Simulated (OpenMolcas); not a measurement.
# BBr at 1.899 Å: OpenMolcas input and output

Input (each module block was a call of its own in one work directory; start orbitals came from a preliminary run):

```
&GATEWAY
Coord
2
angstrom
Br 0.0 0.0 0.0
B 0.0 0.0 1.8990
Basis=ANO-RCC-VTZP
Group=XY
RX2C
AMFI
ANGMom
0.0 0.0 0.0
RICD
&SEWARD
&GUESSORB
* RASSCF and CASPT2 blocks for each multiplicity and irrep, as for the first:
&RASSCF
FileOrb=$CurrDir/o11.orb
Symmetry=1
Spin=1
nActEl=8 0 0
Inactive=10 6
RAS2=3 4
CIRoot=4 4 1
Linear
Iterations=120 100
OrbListing=Nothing
PRWF=0.15
>>COPY $Project.RasOrb $CurrDir/o11.orb
>>COPY $Project.rasscf.h5 $CurrDir/r11.h5
&CASPT2
XMultistate=all
Imaginary=0.2
IPEA=0.25
MaxIter=40
>>COPY $Project.JobMix JOB001
&RASSI
Nr of JobIphs=4 4 2 2 4
1 2 3 4
1 2
1 2
1 2 3 4
SpinOrbit
EJob
Omega
MEES
MESO
Properties=4
'AngMom' 3 'Mltpl  1' 1 'Mltpl  1' 2 'Mltpl  1' 3
Thrs=1.0d-4
>>COPY $Project.rassi.h5 $CurrDir/so.h5
```

```bash
pymolcas m.inp
```

C2 symmetry about the axis (a holds Σ, Δ, Γ; b holds Π, Φ, H; Σ⁺ and Σ⁻ are not told apart); roots by multiplicity and irrep: 1a 4, 3b 2, 1b 2, 3a 4.

RASSI part of the output, in excerpt:

```
SPIN-FREE ENERGIES:
  (Shifted by EMIN (a.u.) =      -2629.3405336528)
 SF State       Relative EMIN(au)   Rel lowest level(eV)    D:o, cm**(-1)      Abs_M
     1             0.0000000000        0.0000000000              0.0000         0.0
     5             0.0886911519        2.4134091901          19465.4579         1.0
     6             0.0886911519        2.4134091901          19465.4579         1.0
     7             0.1608574910        4.3771553187          35304.1385         1.0
     8             0.1608574910        4.3771553187          35304.1385         1.0
     9             0.2215944363        6.0298917951          48634.3572         0.0
    10             0.2325863166        6.3289960954          51046.7961         2.0
    11             0.2326401841        6.3304619057          51058.6186         2.0
     2             0.2368705556        6.4455761781          51987.0779         2.0
     3             0.2371222307        6.4524246058          52042.3142         2.0
    12             0.2375091530        6.4629532995          52127.2338         0.0
     4             0.2393606383        6.5133347807          52533.5879         0.0
++ Dipole transition strengths (spin-free states):
     for osc. strength at least  1.00000000E-05
      From   To        Osc. strength     Einstein coefficients Ax, Ay, Az (sec-1)    Total A (sec-1)
         1    7       4.24898052E-02  6.89479951E+06  2.84298778E+07  0.00000000E+00  3.53246774E+07
         1    8       4.24898047E-02  2.84298771E+07  6.89479984E+06  0.00000000E+00  3.53246769E+07
         5    9       2.25283708E-03  1.26366657E+06  1.48668847E+04  0.00000000E+00  1.27853345E+06
         5   10       1.56034996E-03  7.85998670E+05  2.52068126E+05  0.00000000E+00  1.03806680E+06
         5   11       1.56091467E-03  2.52355346E+05  7.86864768E+05  0.00000000E+00  1.03922011E+06
         5   12       6.37343664E-05  5.35608731E+02  4.48162916E+04  0.00000000E+00  4.53519003E+04
         6    9       2.25287291E-03  1.48676791E+04  1.26368611E+06  0.00000000E+00  1.27855379E+06
         6   10       1.56033338E-03  2.52072173E+05  7.85983589E+05  0.00000000E+00  1.03805576E+06
         6   11       1.56090260E-03  7.86867049E+05  2.52345031E+05  0.00000000E+00  1.03921208E+06
         6   12       6.37222502E-05  4.48080381E+04  5.35240626E+02  0.00000000E+00  4.53432788E+04
         7    2       2.79552817E-05  9.78017289E+02  4.21179009E+03  0.00000000E+00  5.18980738E+03
         7    3       2.80478268E-05  4.25376508E+03  9.87760184E+02  0.00000000E+00  5.24152526E+03
         7    4       1.28792772E-03  2.05208100E+05  4.98132320E+04  0.00000000E+00  2.55021332E+05
         8    2       2.79551816E-05  4.21177642E+03  9.78012386E+02  0.00000000E+00  5.18978881E+03
         8    3       2.80477301E-05  9.87761642E+02  4.25374555E+03  0.00000000E+00  5.24150719E+03
         8    4       1.28792814E-03  4.98132255E+04  2.05208190E+05  0.00000000E+00  2.55021416E+05
 Electric-quadrupole - electric-quadrupole not included
 Electric-dipole - electric-octupole not included
 Electric-dipole - magnetic-quadrupole not included
   Eigenvalues of complex Hamiltonian:
  (Shifted by EMIN (a.u.) =      -2629.3405336528)
 SO State       Relative EMIN(au)   Rel lowest level(eV)    D:o, cm**(-1)      Omega
     1            -0.0000826781        0.0000000000              0.0000         0.0
     2             0.0878853894        2.3937330616          19306.7592         0.0
     3             0.0879400393        2.3952201619          19318.7535         0.0
     4             0.0886153356        2.4135959114          19466.9639         1.0
     5             0.0886153356        2.4135959117          19466.9639         1.0
     6             0.0893593703        2.4338421262          19630.2606         2.0
     7             0.0893594203        2.4338434863          19630.2716         2.0
     8             0.1605531530        4.3711236447          35255.4898         1.0
     9             0.1605531531        4.3711236494          35255.4898         1.0
    10             0.2200010721        5.9887839341          48302.8000         1.0
    11             0.2200010730        5.9887839576          48302.8001         1.0
    12             0.2203879720        5.9993120160          48387.7147         0.0
    13             0.2277139590        6.1986622776          49995.5830         3.0
    14             0.2277139590        6.1986622777          49995.5830         3.0
    15             0.2288875400        6.2305970432          50253.1542         2.0
    16             0.2289483802        6.2322525898          50266.5071         2.0
    17             0.2376071231        6.4678689877          52166.8815         0.0
    18             0.2376927948        6.4702002347          52185.6843         1.0
    19             0.2376928005        6.4702003901          52185.6855         1.0
    20             0.2393024124        6.5140001610          52538.9545         1.0
    21             0.2393024174        6.5140002968          52538.9556         1.0
    22             0.2406370446        6.5503173521          52831.8724         0.0
    23             0.2406785455        6.5514466505          52840.9808         2.0
    24             0.2408399755        6.5558393831          52876.4106         2.0
 Weights of the five most important spin-orbit-free states for each spin-orbit state.
 SO State  Total energy (au)           Spin-free states, spin, and weights
    1        -0.000083       1 0.0  0.9995   12 1.0  0.0002    6 1.0  0.0001    5 1.0  0.0001    9 1.0  0.0000
    2         0.087885       6 1.0  0.4998    5 1.0  0.4998    9 1.0  0.0003    4 0.0  0.0002   12 1.0  0.0000
    3         0.087940       5 1.0  0.4997    6 1.0  0.4997   12 1.0  0.0003    1 0.0  0.0003    9 1.0  0.0000
    4         0.088615       6 1.0  0.9864    5 1.0  0.0130    9 1.0  0.0001   12 1.0  0.0001   10 1.0  0.0001
    5         0.088615       5 1.0  0.9864    6 1.0  0.0130    9 1.0  0.0001   12 1.0  0.0001   10 1.0  0.0001
    6         0.089359       6 1.0  0.4998    5 1.0  0.4998    2 0.0  0.0002   11 1.0  0.0002   10 1.0  0.0001
    7         0.089359       5 1.0  0.4998    6 1.0  0.4998    3 0.0  0.0002   10 1.0  0.0002   11 1.0  0.0001
    8         0.160553       7 0.0  0.8254    8 0.0  0.1704    9 1.0  0.0014   10 1.0  0.0010   11 1.0  0.0010
    9         0.160553       8 0.0  0.8254    7 0.0  0.1704    9 1.0  0.0014   10 1.0  0.0010   11 1.0  0.0010
   10         0.220001       9 1.0  0.9107   12 1.0  0.0885    8 0.0  0.0007    6 1.0  0.0001    7 0.0  0.0000
   11         0.220001       9 1.0  0.9107   12 1.0  0.0885    7 0.0  0.0007    5 1.0  0.0001    8 0.0  0.0000
   12         0.220388       9 1.0  0.9383    4 0.0  0.0615    6 1.0  0.0001    5 1.0  0.0001   12 1.0  0.0000
   13         0.227714      10 1.0  0.5027   11 1.0  0.4973    7 0.0  0.0000    8 0.0  0.0000   12 1.0  0.0000
   14         0.227714      10 1.0  0.5027   11 1.0  0.4973    8 0.0  0.0000    7 0.0  0.0000   12 1.0  0.0000
   15         0.228888      11 1.0  0.4312    2 0.0  0.3030   10 1.0  0.2495    3 0.0  0.0163    5 1.0  0.0000
   16         0.228948      10 1.0  0.4397    3 0.0  0.2934   11 1.0  0.2498    2 0.0  0.0171    5 1.0  0.0000
   17         0.237607      12 1.0  0.9995    1 0.0  0.0002    5 1.0  0.0001    6 1.0  0.0001    4 0.0  0.0000
   18         0.237693      11 1.0  0.4997   10 1.0  0.4944   12 1.0  0.0037    7 0.0  0.0017    9 1.0  0.0002
   19         0.237693      11 1.0  0.4997   10 1.0  0.4944   12 1.0  0.0037    8 0.0  0.0017    9 1.0  0.0002
   20         0.239302      12 1.0  0.9070    9 1.0  0.0875   11 1.0  0.0019   10 1.0  0.0018    8 0.0  0.0016
   21         0.239302      12 1.0  0.9069    9 1.0  0.0875   11 1.0  0.0019   10 1.0  0.0018    7 0.0  0.0016
   22         0.240637       4 0.0  0.9383    9 1.0  0.0614    6 1.0  0.0002    5 1.0  0.0002   12 1.0  0.0000
   23         0.240679       2 0.0  0.6786   11 1.0  0.2586   10 1.0  0.0612    3 0.0  0.0011    5 1.0  0.0002
   24         0.240840       3 0.0  0.6890   10 1.0  0.2494   11 1.0  0.0601    2 0.0  0.0010    5 1.0  0.0002
++ Dipole transition strengths (SO states):
        for osc. strength at least   1.00000000E-05
      From   To        Osc. strength     Einstein coefficients Ax, Ay, Az (sec-1)    Total A (sec-1)
         1    8       4.22548272E-02  3.40155773E+04  3.49985596E+07  0.00000000E+00  3.50325751E+07
         1    9       4.22548262E-02  3.49985588E+07  3.40155886E+04  0.00000000E+00  3.50325743E+07
         1   10       3.45050127E-05  5.10357577E+04  2.66359246E+03  0.00000000E+00  5.36993502E+04
         1   11       3.45058796E-05  2.66366024E+03  5.10370394E+04  0.00000000E+00  5.37006997E+04
         1   17       3.58767557E-05  0.00000000E+00  0.00000000E+00  6.51246108E+04  6.51246108E+04
         1   18       9.48676793E-05  1.12940672E+04  1.61036877E+05  0.00000000E+00  1.72330944E+05
         1   19       9.48729999E-05  1.61045916E+05  1.12947017E+04  0.00000000E+00  1.72340618E+05
         1   20       9.47083553E-05  1.63063233E+05  1.13154420E+04  0.00000000E+00  1.74378675E+05
         1   21       9.47130177E-05  1.13159989E+04  1.63071268E+05  0.00000000E+00  1.74387267E+05
         2   10       9.30000199E-04  2.58455580E+04  4.95712514E+05  0.00000000E+00  5.21558072E+05
         2   11       9.29987695E-04  4.95705897E+05  2.58451701E+04  0.00000000E+00  5.21551067E+05
         2   12       5.01650944E-05  0.00000000E+00  0.00000000E+00  2.82983558E+04  2.82983558E+04
         2   18       1.69014217E-03  1.13888556E+06  7.98253138E+04  0.00000000E+00  1.21871087E+06
         2   19       1.69009952E-03  7.98235105E+04  1.13885670E+06  0.00000000E+00  1.21868021E+06
         2   20       1.83102692E-04  8.77072577E+03  1.26111592E+05  0.00000000E+00  1.34882318E+05
         2   21       1.83074203E-04  1.26091979E+05  8.76936092E+03  0.00000000E+00  1.34861340E+05
         2   22       1.09411490E-04  0.00000000E+00  0.00000000E+00  8.20248920E+04  8.20248920E+04
         3   10       9.15620240E-04  4.87643956E+05  2.54248921E+04  0.00000000E+00  5.13068848E+05
         3   11       9.15632622E-04  2.54252756E+04  4.87650517E+05  0.00000000E+00  5.13075793E+05
         3   17       7.28858882E-05  0.00000000E+00  0.00000000E+00  5.24574200E+04  5.24574200E+04
         3   18       1.55317848E-03  7.32952725E+04  1.04583822E+06  0.00000000E+00  1.11913349E+06
         3   19       1.55322945E-03  1.04587282E+06  7.32974853E+04  0.00000000E+00  1.11917030E+06
         3   20       3.46646321E-04  2.38591158E+05  1.65810288E+04  0.00000000E+00  2.55172187E+05
         3   21       3.46683156E-04  1.65828031E+04  2.38616515E+05  0.00000000E+00  2.55199318E+05
         4   10       2.14106951E-05  0.00000000E+00  0.00000000E+00  1.18751223E+04  1.18751223E+04
         4   12       2.08753665E-03  5.66771443E+04  1.10797294E+06  0.00000000E+00  1.16465008E+06
         4   15       1.03701295E-03  6.55320931E+05  2.78104764E+02  0.00000000E+00  6.55599036E+05
         4   16       1.05070898E-03  1.75013233E+02  6.64658986E+05  0.00000000E+00  6.64834000E+05
         4   17       6.40987175E-05  4.34822438E+04  2.23550997E+03  0.00000000E+00  4.57177537E+04
         4   19       8.09216730E-05  0.00000000E+00  0.00000000E+00  5.77829531E+04  5.77829531E+04
         4   20       4.85649553E-05  0.00000000E+00  0.00000000E+00  3.54312025E+04  3.54312025E+04
         4   22       1.68552671E-04  6.09206057E+03  1.19065688E+05  0.00000000E+00  1.25157749E+05
         4   23       5.25193763E-04  3.78126795E+05  1.20655549E+04  0.00000000E+00  3.90192350E+05
         4   24       5.08704172E-04  1.12512029E+04  3.67493086E+05  0.00000000E+00  3.78744289E+05
         5   11       2.14102545E-05  0.00000000E+00  0.00000000E+00  1.18748780E+04  1.18748780E+04
         5   12       2.08750039E-03  1.10795379E+06  5.66760602E+04  0.00000000E+00  1.16462985E+06
         5   15       1.03701007E-03  2.78011554E+02  6.55319201E+05  0.00000000E+00  6.55597213E+05
         5   16       1.05073910E-03  6.64677965E+05  1.75096192E+02  0.00000000E+00  6.64853062E+05
         5   17       6.40973022E-05  2.23549448E+03  4.34812498E+04  0.00000000E+00  4.57167443E+04
         5   18       8.09253180E-05  0.00000000E+00  0.00000000E+00  5.77855514E+04  5.77855514E+04
         5   21       4.85617918E-05  0.00000000E+00  0.00000000E+00  3.54288969E+04  3.54288969E+04
         5   22       1.68475716E-04  1.19023441E+05  6.07716577E+03  0.00000000E+00  1.25100607E+05
         5   23       5.25239270E-04  1.20785063E+04  3.78147653E+05  0.00000000E+00  3.90226159E+05
         5   24       5.08750850E-04  3.67528916E+05  1.12501259E+04  0.00000000E+00  3.78779042E+05
         6   10       1.11073727E-03  5.98684966E+05  1.04112281E+04  0.00000000E+00  6.09096195E+05
         6   11       1.11075121E-03  1.04105012E+04  5.98693345E+05  0.00000000E+00  6.09103847E+05
         6   13       1.49960330E-03  8.65470293E+05  5.68343746E+04  0.00000000E+00  9.22304668E+05
         6   14       1.49959304E-03  5.68359760E+04  8.65462378E+05  0.00000000E+00  9.22298354E+05
         6   20       2.66203841E-05  1.87169460E+04  5.12989875E+02  0.00000000E+00  1.92299359E+04
         6   21       2.66180137E-05  5.13214980E+02  1.87150099E+04  0.00000000E+00  1.92282248E+04
         6   23       1.39537369E-04  0.00000000E+00  0.00000000E+00  1.02657183E+05  1.02657183E+05
         7   10       1.11079210E-03  1.04154263E+04  5.98710367E+05  0.00000000E+00  6.09125794E+05
         7   11       1.11077830E-03  5.98702081E+05  1.04161554E+04  0.00000000E+00  6.09118236E+05
         7   13       1.49953891E-03  5.68465015E+04  8.65417898E+05  0.00000000E+00  9.22264399E+05
         7   14       1.49954918E-03  8.65425814E+05  5.68449001E+04  0.00000000E+00  9.22270714E+05
...
```

Only roots inside an energy window near the equilibrium distance were included, so the list of states is not complete; labels number the states computed. Each spin and symmetry block has orbitals of its own, averaged over its own roots, so gaps between blocks are less sure than gaps within one and near the minimum can be off by tenths of an eV, in bad cases by more. No Rydberg orbitals are active, so Rydberg states, and σ→σ* states whose orbital the CASSCF left unused, can be missing between those listed. CASPT2 splits the two components of degenerate states numerically, here by up to 55 cm⁻¹.
